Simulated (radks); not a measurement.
Values are calculated unless marked as measured or tabulated.
Valence configurations of Bi III. Code: a radial shooting solver on a logarithmic mesh with Libxc functionals. Model: scalar-relativistic Kohn-Sham, r2SCAN, spin-polarised, spherical densities, finite nucleus; open shells are filled with parallel spins first (spin-orbit coupling, left out, can overturn this in heavy ions); meta-GGA in the generalised Kohn-Sham scheme; Fermi nuclear charge, rms radius 5.5211 fm. Energies are relative to [Hg] 6p1; eigenvalues in eV for spin up.

valence,E (eV),moment (Bohr magnetons),e(4f),e(5d),e(6p),e(6s)
[Hg] 6p1,0.000,1,-171.97,-45.392,-19.703,-31.578
[Xe] 4f13 5d10 6s2 6p2,160.86,3,-193.64,-52.500,-22.112,-34.892
[Xe] 4f14 5d9.5 6s2 6p1.5,13.014,2,-175.38,-48.115,-20.879,-33.156
[Xe] 4f14 5d10 6p3,21.597,3,-175.33,-48.554,-22.163,-
[Xe] 4f14 5d9 6s2 6p2,26.525,3,-178.78,-50.802,-21.959,-34.649
[Xe] 4f13 5d10 6p4,186.92,3,-197.14,-55.653,-23.676,-
[Xe] 4f12 5d10 6s2 6p3,339.39,5,-215.87,-59.746,-24.291,-38.022
[Xe] 4f14 5d10 6s1 6p2,9.452,3,-173.58,-47.080,-21.354,-33.553

NIST lists [Hg] 6p1 as the ground configuration; this level of theory agrees among the configurations tried. The energies are those of spherical high-spin densities, not of single terms.
